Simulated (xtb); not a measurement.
C6H15In, singlet, at a GFN2-xTB geometry (such geometries of metal compounds can be far from the true shape), atoms displaced at random by about 0.02 Å a coordinate. Base run: GFN1-xTB (xtb).

Here is a job for xtb.
```
$ xtb mol.xyz --gfn 1 --opt --json

# file mol.xyz
22

In     0.07361808    -0.21447962    -0.02589650
C      2.02173282     0.16207201    -1.16308108
C      2.36289546     1.60520297    -1.29389302
H      1.95995134    -0.33576131    -2.09348868
H      2.82887176    -0.37887569    -0.58063650
H      2.46638352     2.16279156    -0.30983245
H      1.57771116     2.15212038    -1.89241348
H      3.30833025     1.74878491    -1.85527168
C     -0.39084287    -2.37784080     0.68728334
C     -1.79283375    -2.46102435     1.27198490
H      0.35762269    -2.65084658     1.44155892
H     -0.28691756    -3.04637129    -0.16084964
H     -2.55403385    -2.18693928     0.58202841
H     -1.92261043    -1.74601138     2.13282110
H     -1.99100742    -3.42587816     1.63196058
C     -1.47368779     1.39923747     0.51656215
C     -1.13555953     2.73991053    -0.05145197
H     -1.50199257     1.50492642     1.59711044
H     -2.40984240     1.06056862     0.16947415
H     -1.12293334     2.70318499    -1.15008420
H     -0.17918509     3.12303685     0.29212522
H     -1.93199614     3.51268407     0.19301837
```

Each row names what was changed in the base input (with any setting that the change needs).

```tsv
change	ΔE vs base (kJ/mol)	optimiser steps
base	0.00	13
opt level = tight	-0.01	17
alpb = chcl3	?	15
engine = lbfgs	0.00	-
opt level = crude	0.53	4
opt level = lax	0.13	8
opt level = loose	0.18	7
engine = inertial	0.21	-
opt level = sloppy	0.28	5
opt level = vtight	-0.02	24
```

Question: Fill in the missing entries.

Answer: 
- alpb = chcl3, ΔE vs base (kJ/mol): -30.8
